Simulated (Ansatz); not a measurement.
Born–Oppenheimer molecular dynamics of BClH$_{6}$Si$_{2}$ (10 atoms, charge 0, multiplicity 1). It starts from a relaxed structure.

All numbers below come from UHF/STO-3G (Ansatz).

```json
{
  "ensemble": "NVE (velocity Verlet)",
  "time step": "0.5 fs",
  "steps asked": "150",
  "starting velocities drawn for": "1000 K",
  "masses": "H 2.014 u",
  "seed": "512659"
}
```

First frame:

```xyz
10
Properties=species:S:1:pos:R:3
B -1.137 1.447 -0.634
Si 0.038 -0.115 -0.798
Si 0.880 -0.820 1.173
Cl -1.018 -1.709 -1.689
H -2.285 1.380 -0.781
H -0.683 2.477 -0.353
H 1.092 0.168 -1.717
H -0.169 -1.109 2.090
H 1.677 -1.984 0.990
H 1.690 0.213 1.722
```

Problem. How far do the bonds stretch over the last three quarters of this one trajectory? (Pairs bonded in most of those frames.)

Solution. 
| bond | mean (Å) | spread (Å) | shortest | longest |
| --- | --- | --- | --- | --- |
| B1–Si2 | 1.970 | 0.021 | 1.93 | 2.01 |
| B1–H5 | 1.164 | 0.040 | 1.09 | 1.23 |
| B1–H6 | 1.166 | 0.028 | 1.12 | 1.22 |
| Si2–Si3 | 2.237 | 0.033 | 2.18 | 2.28 |
| Si2–Cl4 | 2.112 | 0.013 | 2.09 | 2.14 |
| Si2–H7 | 1.438 | 0.042 | 1.37 | 1.49 |
| Si3–H8 | 1.425 | 0.021 | 1.39 | 1.46 |
| Si3–H9 | 1.427 | 0.056 | 1.35 | 1.51 |
| Si3–H10 | 1.423 | 0.015 | 1.40 | 1.45 |

Mean temperature of the second half: 478 K. The conserved energy stayed within 0.28 meV per atom of its start (net change 0.17 meV per atom), so the integration is sound. The temperature averaged 0.48 of the 1000 K drawn at the start: a run that starts near a minimum puts about half its kinetic energy into the potential. A run of 0.075 ps of so small a system gives no equilibrium averages. Limits of this set-up: minimal basis.

Run time: 2.3 min on 1 CPU thread of a shared host.
